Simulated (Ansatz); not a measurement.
Gas-phase reaction R1 → P1, each structure at its B3LYP-D3(BJ)/def2-TZVP stationary point, reached from a drawn start; harmonic modes at that level show minima.
R1, C3H8O2 (SMILES COCOC) (charge 0, multiplicity 1):
```json
[
 {"atom": "C", "x (Å)": "2.0302", "y (Å)": "0.6242", "z (Å)": "0.9578"},
 {"atom": "O", "x (Å)": "0.7008", "y (Å)": "0.2023", "z (Å)": "1.1747"},
 {"atom": "C", "x (Å)": "0.0058", "y (Å)": "0.0020", "z (Å)": "-0.0152"},
 {"atom": "O", "x (Å)": "-1.2758", "y (Å)": "-0.4070", "z (Å)": "0.3445"},
 {"atom": "C", "x (Å)": "-2.0988", "y (Å)": "-0.6486", "z (Å)": "-0.7765"},
 {"atom": "H", "x (Å)": "2.6024", "y (Å)": "-0.1211", "z (Å)": "0.3906"},
 {"atom": "H", "x (Å)": "2.0673", "y (Å)": "1.5788", "z (Å)": "0.4173"},
 {"atom": "H", "x (Å)": "2.4872", "y (Å)": "0.7527", "z (Å)": "1.9366"},
 {"atom": "H", "x (Å)": "-0.0360", "y (Å)": "0.9390", "z (Å)": "-0.6035"},
 {"atom": "H", "x (Å)": "0.5029", "y (Å)": "-0.7729", "z (Å)": "-0.6301"},
 {"atom": "H", "x (Å)": "-3.0697", "y (Å)": "-0.9602", "z (Å)": "-0.3975"},
 {"atom": "H", "x (Å)": "-1.6906", "y (Å)": "-1.4446", "z (Å)": "-1.4125"},
 {"atom": "H", "x (Å)": "-2.2258", "y (Å)": "0.2553", "z (Å)": "-1.3860"}
]
```
P1, C3H8O2 (SMILES COCOC) (charge 0, multiplicity 1, Z-matrix in Å and degrees):
```
C
H 1 1.0954
H 1 1.0954 2 110.67
O 1 1.4009 2 110.89 3 -116.49
O 1 1.4009 2 105.31 3 119.89
C 5 1.4197 1 113.59 2 -171.23
H 6 1.0882 5 106.91 1 177.35
H 6 1.0928 7 109.52 5 -121.02
H 6 1.0967 7 109.22 8 -119.00
C 4 1.4197 1 113.59 2 -51.49
H 10 1.0882 4 106.92 1 177.32
H 10 1.0928 11 109.52 4 -121.02
H 10 1.0966 11 109.22 12 -119.00
```

P less R. No zero-point or thermal terms. One arrangement of each flexible species, with no search for the lowest.

Cores are frozen in the correlated methods.

Run with Ansatz (a first-principles code). No computed number here is a measurement.

Total energies in hartree:

```json
[
 {"structure": "R1", "PBE/def2-TZVPP": "-269.327798", "r2SCAN/def2-TZVPP": "-269.503544", "CCSD(T)/cc-pVTZ": "-269.127936"},
 {"structure": "P1", "PBE/def2-TZVPP": "-269.336207", "r2SCAN/def2-TZVPP": "-269.512218", "CCSD(T)/cc-pVTZ": "-269.137524"}
]
```

### Question
Work out the reaction energy at each level in kcal/mol (1 hartree = 627.50947 kcal/mol), and say how far PBE/def2-TZVPP lies from CCSD(T)/cc-pVTZ.

### Answer
- PBE/def2-TZVPP: (-269.336207) − (-269.327798) = -0.008409 hartree = -5.28 kcal/mol
- r2SCAN/def2-TZVPP: (-269.512218) − (-269.503544) = -0.008674 hartree = -5.44 kcal/mol
- CCSD(T)/cc-pVTZ: (-269.137524) − (-269.127936) = -0.009588 hartree = -6.02 kcal/mol
PBE/def2-TZVPP less CCSD(T)/cc-pVTZ: 0.74 kcal/mol. CCSD(T)/cc-pVTZ is the level counted from, the highest shown, and no exact or measured value.
